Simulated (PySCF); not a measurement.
UHF on Cu (copper, neutral), [Ar] 3d10 4d1, 2D determinant (an excited configuration). Calculation: PySCF 2.14, in aug-cc-pwCVDZ-PP with ECP10MDF; scalar relativity through the core potential.

```
cycle= 1 E= -195.862089276563  delta_E= -6.13e-05  |g|= 0.00327  |ddm|= 0.024
cycle= 2 E= -195.862115313623  delta_E= -2.6e-05  |g|= 0.00229  |ddm|= 0.0115
cycle= 3 E= -195.862139782373  delta_E= -2.45e-05  |g|= 0.000657  |ddm|= 0.019
cycle= 4 E= -195.862141519468  delta_E= -1.74e-06  |g|= 0.000254  |ddm|= 0.00566
cycle= 5 E= -195.862141537737  delta_E= -1.83e-08  |g|= 0.00011  |ddm|= 0.000354
cycle= 6 E= -195.862141549934  delta_E= -1.22e-08  |g|= 3.63e-05  |ddm|= 0.000334
cycle= 7 E= -195.862141555637  delta_E= -5.7e-09  |g|= 2.06e-05  |ddm|= 0.000199
cycle= 8 E= -195.862141558696  delta_E= -3.06e-09  |g|= 4.6e-06  |ddm|= 0.000249
cycle= 9 E= -195.862141558781  delta_E= -8.46e-11  |g|= 9.5e-07  |ddm|= 4.71e-05
converged SCF energy = -195.862141558781  <S^2> = 0.75012369  2S+1 = 2.0001237
```

Highest occupied orbital energy: 1.644 eV; ⟨L²⟩ = 6.00; populations by l: s 2.00, p 6.00, d 11.00, f 0.00.

Task: Can this result be used?

Result: Not for this state. Self-consistency was reached. Energies and moments cover only the electrons outside the core potential. The outer electron is Rydberg-like, and this basis confines it to a smaller radius and binds it less than a complete one would. At UHF the highest occupied level has a positive energy, so only the finite basis holds that electron; for this excited configuration the basis is too tight for the outer shell.
